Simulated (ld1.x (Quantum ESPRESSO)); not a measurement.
## antimony, TM semilocal: configuration errors across variants

* Element: antimony (Sb)
* Generator: ld1.x (Quantum ESPRESSO) 7.5
* Type: norm-conserving Troullier–Martins (semilocal form)
* Functional: PBE
* Relativity: scalar-relativistic
* Frozen core: [Kr] 4d10
* Valence charge: 5
* Reference configuration: 5s2 5p3
* Partial waves: 5p (bound): rc 1.75 bohr; 5d channel at 0.05 Ry: rc 1.85 bohr; 5s (bound): rc 2.05 bohr
* Local potential: the s channel
* Core correction: Bessel-smoothed model core, default radius (core density twice the valence density)

All-electron excitation energies from the reference (eV): (1) 5s2 5p2 8.317; (2) 5s2 5p1 24.285; (3) 5s2 5p0 48.698; (4) 5s1 5p3 17.049; (5) 5s1 5p0 92.991; (6) 5s2 5p3.3 -1.159; (7) 5s0 5p5 16.431.

In the semilocal form every listed channel keeps its own potential, so the choice of the local channel does not act on these tests. It acts once the file is put into the separable form.

A semilocal file is local in each channel, so a ghost entry of none says nothing of the separable form that plane-wave codes build from it.

The default core radius of the base comes out at 1.62 bohr.

2 further variants failed, have other tests or another functional or relativity, and are left out.

A true bound ghost makes a file unfit for plane-wave use even where its test errors are small: the radial tests pick states by their node count and pass the ghost by.

Errors AE − PS in meV (a dash: test not solved or not reliable):

| change | (1) | (2) | (3) | (4) | (5) | (6) | (7) | bound ghosts |
| --- | --- | --- | --- | --- | --- | --- | --- | --- |
| base | -4.2 | -33 | -147 | -18 | -506 | +0.2 | -32 | none |
| wave 5d channel at 0.05 Ry: rc 1.85 bohr becomes 5d channel at 0.05 Ry: rc 2.04 bohr | -4.2 | -33 | -147 | -18 | -506 | +0.2 | -32 | none |
| wave 5p (bound): rc 1.75 bohr becomes 5p (bound): rc 2.18 bohr | -5.3 | -36 | -137 | -26 | -475 | +0.2 | -53 | none |
| core correction Bessel-smoothed model core inside 0.80 bohr | -4.2 | -33 | -147 | -18 | -509 | +0.2 | -33 | none |
| wave 5d channel at 0.05 Ry: rc 1.85 bohr becomes 5d channel at -0.14 Ry: rc 1.85 bohr | -4.2 | -33 | -147 | -18 | -506 | +0.2 | -32 | none |

Problem. Give the same row for: form changed from semilocal to separable (Kleinman–Bylander), still TM.

Solution. -5.3, -37, -147, -23, -506, +0.1, -38; bound ghosts: d.
